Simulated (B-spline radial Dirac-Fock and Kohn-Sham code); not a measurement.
# Binding energies of Ga in different valence configurations

Model: multi-electron Dirac-Fock with separately optimised hole states, Breit and Lamb-shift corrections added in first order. Program: a B-spline atomic structure program. Correlation energy is missing from these numbers.

Reference: the tabulated ground configuration [Ar] 3d10 4s2 4p1, with 2s 1313.7 eV, 2p1/2 1152.1 eV, 2p3/2 1125.0 eV, 3p3/2 114.2 eV, 3d3/2 25.25 eV, 3d5/2 24.82 eV, Kα1 9250.9 eV, Kβ1 10261.7 eV, Lα1 1100.1 eV.

Shifts from the reference in eV.

```tsv
configuration	average energy	2s	2p1/2	2p3/2	3p3/2	3d3/2	3d5/2	Kα1	Kβ1	Lα1
[Ar] 3d10 4s1 4p2	+5.58	+1.73	+1.88	+1.88	+1.91	+1.86	+1.86	-0.04	-0.07	+0.02
```

Values without a named source are computed, but for edge energies of neutral atoms, which are taken from tables.
